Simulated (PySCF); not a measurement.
## H2IrS, quartet: structure and spectrum

Method: UPBE0 in PySCF with Ir def2-TZVP with ECP60, S def2-TZVP, H def2-TZVP; scalar-relativistic core potentials, no spin–orbit coupling; density-fitted integrals.

The structure is a minimum.

Coordinates in bohr (charge 0 multiplicity 4):
```
Ir    0.5594    0.0000   -0.0310
S    -3.5369    0.0000    0.1154
H     0.9906    0.0000    2.8495
H     3.6639    0.0000    0.3484
```

```json
{"Point group": "Cs", "Bond lengths": "Ir–H 1.541 Å, Ir–H 1.655 Å, Ir–S 2.169 Å", "Bond angles": "H–Ir–H 74.5°, H–Ir–S 96.5°, H–Ir–S 171.0°", "Principal polarisabilities": "37.8, 43.2, 97.1 bohr³", "Heat capacity Cp at 298.15 K": "58.3 J/(mol K)", "Dipole moment": "0.83 D", "Principal quadrupole moments (Buckingham, traceless) about the centre of mass": "-7.20, 3.27, 3.92 D Å", "Lowest empty level (β)": "-4.30 eV", "Rotational symmetry number": "1", "Entropy at 298.15 K and 1 bar (electronic part: spin only)": "300.2 J/(mol K)", "Enthalpy at 298.15 K above 0 K": "13.54 kJ/mol", "Spin squared ⟨S²⟩": "3.773", "Zero-point energy": "35.6 kJ/mol", "Rotational constants": "7.008, 0.1267, 0.1244 cm⁻¹", "Highest occupied level (α)": "-7.45 eV", "Atomisation energy without zero-point energy": "925 kJ/mol"}
```

Harmonic modes (masses in u: Ir 192.963, S 31.972, H 1.008):
```
symmetry  ω (cm⁻¹)  IR (km/mol)     type
     a''       215         17.1     bend
      a'       343         23.5     bend
      a'       443          6.4    mixed
      a'       529          126     bend
      a'      2008          248  stretch
      a'      2415          5.3  stretch
```

Charges (e):
```json
{"atom": "Ir1", "Mulliken": "0.29", "Löwdin": "0.06", "polar tensor": "0.37", "spin (Mulliken)": "1.86", "Mayer order to Ir1": "–"}
{"atom": "S2", "Mulliken": "-0.29", "Löwdin": "0.05", "polar tensor": "-0.19", "spin (Mulliken)": "1.23", "Mayer order to Ir1": "1.62"}
{"atom": "H3", "Mulliken": "0.06", "Löwdin": "0.04", "polar tensor": "0.06", "spin (Mulliken)": "-0.05", "Mayer order to Ir1": "0.95"}
{"atom": "H4", "Mulliken": "-0.06", "Löwdin": "-0.14", "polar tensor": "-0.24", "spin (Mulliken)": "-0.03", "Mayer order to Ir1": "0.81"}
```

Mulliken populations on Ir1 (electrons outside its core potential): s 2.81, p 6.34, d 7.54, f 0.02.

Other isomers or separated fragments may lie lower. Other spin states or occupations of the open shell can lie lower. At this level a doublet minimum of C1 symmetry lies 91 kJ/mol below this structure. Spin–orbit coupling, left out here, can matter for elements this heavy.

The final relaxation and frequency run took of the order of 5 core-minutes on a shared host.
